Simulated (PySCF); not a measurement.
Ti(F)3(NH2) (F₃H₂NTi), SMILES [Ti]([F])([NH2])([F])[F], multiplicity 1.

Coordinates come from a PBE-D3(BJ)/def2-SVP optimisation. The spin state was assumed, not searched. The structure was generated by enumeration; whether it is a known compound was not checked. One conformer was computed; it need not be the lowest.

Computed with PBE/def2-TZVP (PySCF).

Symmetry labels are those of the subgroup Cs that the program uses (full group Cs).

Computed valence orbital energies around the gap with their symmetry:
```tsv
orbital	symmetry	energy (eV)
HOMO−7	A"	-10.63
HOMO−6	A'	-10.60
HOMO−5	A'	-10.40
HOMO−4	A"	-10.00
HOMO−3	A'	-9.93
HOMO−2	A'	-9.77
HOMO−1	A"	-9.64
HOMO	A'	-7.04
LUMO	A"	-3.52
LUMO+1	A'	-3.06
LUMO+2	A"	-2.22
LUMO+3	A'	-1.97
```
